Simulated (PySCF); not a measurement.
C2H8FNSi2, SMILES F[C@@H](/N=C\[SiH3])[SiH3].

Geometry: B3LYP-D3(BJ)/def2-SVP. The structure was generated by enumeration; whether it is a known compound was not checked. One conformer was computed; it need not be the lowest.

These are PySCF with PBE/def2-TZVP values and carry that method's errors.

The molecule is in vacuum.

Computed frontier levels, gap, dipole moment and polarisability:
| Property | Value |
|---|---|
| highest occupied level | -6.16 eV |
| lowest empty level | -2.34 eV |
| orbital gap | 3.82 eV |
| dipole moment | 0.78 D |
| quadrupole, principal values (traceless, Buckingham form, about the centre of nuclear charge) | -5.05, 1.38, 3.67 D·Å |
| mean static polarisability | 92.5 bohr³ (13.71 Å³) |
| polarisability, principal values | 74.1, 82.1, 121.3 bohr³ |
